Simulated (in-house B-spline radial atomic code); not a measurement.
The outermost shell (largest non-relativistic mean radius) with and without relativity; Dirac values are averaged over j. Computed with a radial B-spline atomic code at the basis-set limit: non-relativistic Hartree-Fock and Dirac-Hartree-Fock, averages of the configuration (point nuclei without relativity, finite nuclei with it).

```json
{"ion": "As5+", "configuration": "[Ar] 3d10", "outermost shell": "3d", "radius non-relativistic (bohr)": "0.65433", "radius Dirac (bohr)": "0.65638", "radius change (%)": "0.31345", "level non-relativistic (eV)": "-124.043", "level Dirac (eV)": "-123.26", "spin-orbit splitting (eV)": "0.80646"}
{"ion": "Se5+", "configuration": "[Ar] 3d10 4s1", "outermost shell": "?", "radius non-relativistic (bohr)": "?", "radius Dirac (bohr)": "?", "radius change (%)": "?", "level non-relativistic (eV)": "?", "level Dirac (eV)": "?", "spin-orbit splitting (eV)": "?"}
{"ion": "Br5+", "configuration": "[Ar] 3d10 4s2", "outermost shell": "4s", "radius non-relativistic (bohr)": "1.5135", "radius Dirac (bohr)": "1.491", "radius change (%)": "-1.4848", "level non-relativistic (eV)": "-84.269", "level Dirac (eV)": "-85.551", "spin-orbit splitting (eV)": "-"}
{"ion": "Kr5+", "configuration": "[Ar] 3d10 4s2 4p1", "outermost shell": "?", "radius non-relativistic (bohr)": "?", "radius Dirac (bohr)": "?", "radius change (%)": "?", "level non-relativistic (eV)": "?", "level Dirac (eV)": "?", "spin-orbit splitting (eV)": "?"}
{"ion": "Rb5+", "configuration": "[Ar] 3d10 4s2 4p2", "outermost shell": "4p", "radius non-relativistic (bohr)": "1.4882", "radius Dirac (bohr)": "1.4799", "radius change (%)": "-0.56058", "level non-relativistic (eV)": "-81.685", "level Dirac (eV)": "-81.995", "spin-orbit splitting (eV)": "1.243"}
{"ion": "Sr5+", "configuration": "[Ar] 3d10 4s2 4p3", "outermost shell": "4p", "radius non-relativistic (bohr)": "1.4176", "radius Dirac (bohr)": "1.4092", "radius change (%)": "-0.59153", "level non-relativistic (eV)": "-86.645", "level Dirac (eV)": "-86.993", "spin-orbit splitting (eV)": "1.4952"}
{"ion": "Zr5+", "configuration": "[Ar] 3d10 4s2 4p5", "outermost shell": "4p", "radius non-relativistic (bohr)": "1.2954", "radius Dirac (bohr)": "1.2869", "radius change (%)": "-0.65956", "level non-relativistic (eV)": "-96.778", "level Dirac (eV)": "-97.216", "spin-orbit splitting (eV)": "2.106"}
{"ion": "Nb5+", "configuration": "[Ar] 3d10 4s2 4p6", "outermost shell": "4p", "radius non-relativistic (bohr)": "1.2428", "radius Dirac (bohr)": "1.2342", "radius change (%)": "-0.69621", "level non-relativistic (eV)": "-101.952", "level Dirac (eV)": "-102.44", "spin-orbit splitting (eV)": "2.4711"}
{"ion": "Mo5+", "configuration": "[Kr] 4d1", "outermost shell": "4d", "radius non-relativistic (bohr)": "1.4418", "radius Dirac (bohr)": "1.452", "radius change (%)": "0.70595", "level non-relativistic (eV)": "-68.665", "level Dirac (eV)": "-67.965", "spin-orbit splitting (eV)": "0.31858"}
{"ion": "Tc5+", "configuration": "[Kr] 4d2", "outermost shell": "4d", "radius non-relativistic (bohr)": "1.3702", "radius Dirac (bohr)": "1.3794", "radius change (%)": "0.67628", "level non-relativistic (eV)": "-72.358", "level Dirac (eV)": "-71.622", "spin-orbit splitting (eV)": "0.38969"}
{"ion": "Ru5+", "configuration": "[Kr] 4d3", "outermost shell": "?", "radius non-relativistic (bohr)": "?", "radius Dirac (bohr)": "?", "radius change (%)": "?", "level non-relativistic (eV)": "?", "level Dirac (eV)": "?", "spin-orbit splitting (eV)": "?"}
{"ion": "Rh5+", "configuration": "[Kr] 4d4", "outermost shell": "4d", "radius non-relativistic (bohr)": "1.2487", "radius Dirac (bohr)": "1.2565", "radius change (%)": "0.62739", "level non-relativistic (eV)": "-79.663", "level Dirac (eV)": "-78.846", "spin-orbit splitting (eV)": "0.56127"}
```

Task: Fill in the row of Se5+.

Result: outermost shell: 4s; radius non-relativistic (bohr): 1.5887; radius Dirac (bohr): 1.5659; radius change (%): -1.4372; level non-relativistic (eV): -79.700; level Dirac (eV): -80.874.

Task: Fill in the row of Kr5+.

Result: outermost shell: 4p; radius non-relativistic (bohr): 1.5668; radius Dirac (bohr): 1.5584; radius change (%): -0.53205; level non-relativistic (eV): -76.795; level Dirac (eV): -77.07; spin-orbit splitting (eV): 1.0226.

Task: Fill in the row of Ru5+.

Result: outermost shell: 4d; radius non-relativistic (bohr): 1.3062; radius Dirac (bohr): 1.3147; radius change (%): 0.65039; level non-relativistic (eV): -76.022; level Dirac (eV): -75.246; spin-orbit splitting (eV): 0.47033.

Task: Which member changes most?

Result: Bromine (Br5+): its 4s shell contracts by 1.5 %.
